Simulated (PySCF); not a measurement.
Compound: C6H10N2.
Structure used (GFN2-xTB), in Å, numbered top down from 1:
```
atom  x, y, z in Å
C1    -2.686    0.349   -0.082
N2    -1.407   -0.114   -0.579
C3    -0.458   -0.396    0.483
C4     0.833   -0.909   -0.109
C5     2.127   -0.703    0.602
C6     1.842    0.081   -0.658
C7     1.568    1.468   -0.551
N8     1.336    2.587   -0.467
H9    -3.335    0.567   -0.927
H10   -2.611    1.247    0.548
H11   -3.140   -0.448    0.509
H12   -1.012    0.592   -1.196
H13   -0.897   -1.173    1.120
H14   -0.255    0.487    1.116
H15    0.707   -1.818   -0.683
H16    2.112   -0.160    1.535
H17    2.885   -1.470    0.550
H18    2.381   -0.181   -1.561
```

PySCF, density fitting, gas phase, GFN2-xTB geometry. The standard run uses grid level 2 after a coarse-grid start, the def2-universal JK fitting basis (with tight functions added where the orbital basis needs them), an energy threshold of 1e-9 Eh and DIIS. The changed runs have no coarse-grid stage.

Task: Standard PBE0/pcseg-1: E = -343.627619 Eh, HOMO -6.601 eV, LUMO 0.554 eV, dipole 3.301 D, 14 cycles (coarse-grid cycles included). What changes at PBE0/pcseg-1 with: start guess vsap?

Result: E = -343.627619 Eh (0.000 mEh), HOMO -6.601 eV (0.000), LUMO 0.554 eV (0.000), dipole 3.301 D (0.000), 15 SCF cycles. The result matches the standard run within 0.02 mEh and 0.003 eV; such settings steer the iterations and don't enter the energy expression.

The cycles:
```
cycle   1  E = -336.7796218235  dE =  4.871e+00  |g| = 4.678e+00  |ddm| = 1.924e+01
cycle   2  E = -309.5877554907  dE =  2.719e+01  |g| = 9.426e+00  |ddm| = 2.084e+01
cycle   3  E = -340.3068536386  dE = -3.072e+01  |g| = 2.772e+00  |ddm| = 9.194e+00
cycle   4  E = -336.0434570725  dE =  4.263e+00  |g| = 3.431e+00  |ddm| = 1.494e+01
cycle   5  E = -343.4266029802  dE = -7.383e+00  |g| = 8.974e-01  |ddm| = 1.451e+01
cycle   6  E = -343.4637952001  dE = -3.719e-02  |g| = 8.477e-01  |ddm| = 1.575e+00
cycle   7  E = -343.6162834659  dE = -1.525e-01  |g| = 2.242e-01  |ddm| = 9.319e-01
cycle   8  E = -343.6272515042  dE = -1.097e-02  |g| = 3.868e-02  |ddm| = 2.108e-01
cycle   9  E = -343.6275962897  dE = -3.448e-04  |g| = 8.727e-03  |ddm| = 3.968e-02
cycle  10  E = -343.6276121856  dE = -1.590e-05  |g| = 5.030e-03  |ddm| = 1.161e-02
cycle  11  E = -343.6276183121  dE = -6.127e-06  |g| = 1.880e-03  |ddm| = 6.449e-03
cycle  12  E = -343.6276192404  dE = -9.283e-07  |g| = 7.491e-04  |ddm| = 3.213e-03
cycle  13  E = -343.6276193669  dE = -1.265e-07  |g| = 1.181e-04  |ddm| = 7.923e-04
cycle  14  E = -343.6276193700  dE = -3.168e-09  |g| = 4.415e-05  |ddm| = 1.653e-04
cycle  15  E = -343.6276193704  dE = -3.990e-10  |g| = 2.271e-05  |ddm| = 6.015e-05
```
